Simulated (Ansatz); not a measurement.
System: C2H6BClO2, net charge 0, singlet state. SMILES: ClB(OC)OC
Coordinates optimised at B3LYP-D3(BJ)/def2-TZVP (Ansatz, a program for electronic structure):
```
B
O 1 1.3469
O 1 1.3469 2 118.24
C 3 1.4227 1 124.35 2 180.00
H 4 1.0879 3 106.98 1 180.00
H 4 1.0910 5 109.48 3 -120.32
H 4 1.0910 5 109.48 6 -119.35
C 2 1.4227 1 124.35 3 -180.00
H 8 1.0879 2 106.98 1 180.00
H 8 1.0910 9 109.48 2 -120.32
H 8 1.0910 9 109.48 10 -119.35
Cl 1 1.8006 2 120.88 8 0.00
```

Property: atomisation energy (electronic, to ground-state atoms), in kcal/mol. Valence correlation only, unless marked. Open shells are spin-unrestricted. Spin-orbit coupling is left out. Non-relativistic. The coupled-cluster limit lacks core correlation, which all-electron functionals hold. Basis-set limits of correlation are two-point, X^-3; Hartree-Fock from the larger set.

| level | program | atomisation energy (kcal/mol) |
|---|---|---|
| BLYP-D3(BJ)/def2-TZVPD | Ansatz + dftd3 | ? |
| r2SCAN/def2-TZVPD | Ansatz | 1166.5 |
| r2SCAN-D3(BJ)/def2-TZVPD | Ansatz + dftd3 | 1168.1 |
| PBE0-D4/def2-TZVP | Ansatz + dftd4 | 1165.8 |
| BHLYP/def2-TZVPD | Ansatz | ? |
| HSE06/def2-TZVPD | Ansatz | ? |
| LC-wPBE-D4/def2-TZVPD | Ansatz + dftd4 | 1166.0 |
| wB97M-V/def2-TZVPD | Ansatz | 1165.7 |
| SCS-MP2/6-31G | Ansatz | 978.3 |
| CCSD/6-31G* | Ansatz | 1058.5 |
| CCSD(T)/CBS(cc-pV(T+d)Z,cc-pV(Q+d)Z) | Ansatz | ? |

**Question.** Some entries are withheld; supply them.

**Answer.** 
- BLYP-D3(BJ)/def2-TZVPD, atomisation energy (kcal/mol): 1159.1
- BHLYP/def2-TZVPD, atomisation energy (kcal/mol): 1117.9
- HSE06/def2-TZVPD, atomisation energy (kcal/mol): 1162.1
- CCSD(T)/CBS(cc-pV(T+d)Z,cc-pV(Q+d)Z), atomisation energy (kcal/mol): 1161.1
